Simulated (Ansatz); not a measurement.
```xyz
7

F    -0.649   -0.725   -2.092
Ge   -0.837    0.148   -0.589
B     0.059   -0.547    1.068
N     0.849    0.243    0.291
H    -1.310    1.532   -1.047
H     0.076   -1.199    2.059
H     1.812    0.547    0.311
```

Total charge 0; spin multiplicity 1.

(1) List the PBE/def2-TZVPP orbital energies in eV (Ansatz 0.2.0). (Best estimate.)

Results:

(1) Ansatz gave: Occupied: -10805.10, -1338.37, -1191.82, -1191.79, -1191.75, -658.93, -380.97, -177.79, -163.03, -114.56, -114.48, -114.35, -30.71, -30.37, -30.27, -30.25, -30.17, -27.81, -21.71, -14.83, -12.57, -10.88, -10.08, -9.39, -9.18, -8.24, -7.91, -6.24. Lowest empty: -1.61, -1.51, -0.28, 0.48, 1.06, 1.70, 1.86, 2.46.
